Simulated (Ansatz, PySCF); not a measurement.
H3AlB, SMILES `[BH2][AlH-]` (singlet; the order of the spin states depends on the level) (charge -1, multiplicity 1). This singlet lies 0.14 eV below the relaxed triplet at the level B3LYP-D3(BJ)/def2-TZVPD (PySCF); other levels give the other order.

Level of theory: PBE0/aug-cc-pVTZ // B3LYP-D3(BJ)/def2-TZVPD run with Ansatz (a first-principles code).

Ansatz 0.2 input:
```yaml
crystal:
  periodic: [false, false, false]
  atoms:
    - { symbol: B, position_ang: [-0.752442, 0.026148, -0.060533] }
    - { symbol: Al, position_ang: [1.188555, -0.132444, 0.59479] }
    - { symbol: H, position_ang: [-1.459969, -0.951589, -0.201888] }
    - { symbol: H, position_ang: [-1.403999, 1.031834, 0.142322] }
    - { symbol: H, position_ang: [2.427854, 0.026051, -0.474689] }
basis:
  gaussian: { orbitals: aug-cc-pVTZ }
hamiltonian:
  xc: pbe0
total_charge: -1
```

Output:

```
Functional definition: PBE0
782 factors; their error is unknown
mean field evaluation 1: about -7313.6527 eV, gradient 2.6e1 eV
mean field evaluation 2: about -7307.1776 eV, gradient 4.2e1 eV
mean field evaluation 4: about -7316.6875 eV, gradient 2.5e0 eV
mean field evaluation 8: about -7316.7168 eV, gradient 5.1e-2 eV
mean field evaluation 16: about -7316.7266 eV, gradient 7.7e-5 eV
mean field -7316.72656105 eV, -268.8847416634 hartree, gradient 7.7e-5 eV, S^2 0.000000; 0 other end points of the search recorded, 0 dependent functions left out
reference -7316.72660755 eV, -268.8847433720 hartree; 11, 11 occupied and 154, 154 virtual orbitals, 782 factors
Total energy: -7316.72660755 eV, -268.8847433720 hartree
```
